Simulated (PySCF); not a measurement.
BF₂Cl, SMILES FB(F)Cl. Atoms are numbered in the order given.

```xyz
4

B      0.0000     0.0000    -0.4412
F      0.0000    -1.1416    -1.1133
F      0.0000     1.1416    -1.1133
Cl     0.0000     0.0000     1.3085
```

Geometry optimised at PBE-D3(BJ)/def2-TZVP.

The numbers are results of PBE0/def2-TZVPD in PySCF, not measurements.

Symmetry labels are those of the subgroup C2v that the program uses (full group C2v).

Computed valence orbital energies around the gap with their symmetry:
| orbital | symmetry | energy (eV) |
|---|---|---|
| HOMO−7 | B2 | -15.85 |
| HOMO−6 | A1 | -14.86 |
| HOMO−5 | B1 | -14.61 |
| HOMO−4 | A2 | -13.09 |
| HOMO−3 | B2 | -12.77 |
| HOMO−2 | A1 | -12.09 |
| HOMO−1 | B1 | -10.34 |
| HOMO | B2 | -9.97 |
| LUMO | B1 | -0.42 |
| LUMO+1 | A1 | -0.18 |
| LUMO+2 | A1 | 1.05 |
| LUMO+3 | B1 | 1.31 |
